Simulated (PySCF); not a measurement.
Computed IR spectrum (relative IR intensity) of a molecule C2H7FOSi. Geometry: PBE-D3(BJ)/def2-SVP. Other conformers were not sampled. Level of theory: PySCF with PBE-D3(BJ)/def2-SVP. Frequencies are harmonic and unscaled.

Lines under 2 % of the strongest are left out, and lines within 2 cm⁻¹ are merged.

ν (cm⁻¹): 80 (vw), 209 (w), 227 (w), 294 (s), 315 (w), 594 (w), 649 (m), 689 (m), 742 (m), 761 (m), 818 (w), 853 (vs), 919 (vs), 1062 (m), 1148 (w), 1221 (m), 1326 (w), 1383 (vw), 1423 (vw), 2183 (s), 2860 (m), 2902 (m), 3075 (vw), 3700 (w) (against the strongest line: vs over 80 %, s over 45 %, m over 15 %, w over 4 %, vw less)

Q: Which structure fits?
(A) OCC[SiH2]F
(B) CO[Si@H](C)F
(C) C[Si@H](F)CO
(D) C[C@@H](O)[SiH2]F

A: C, C[Si@H](F)CO
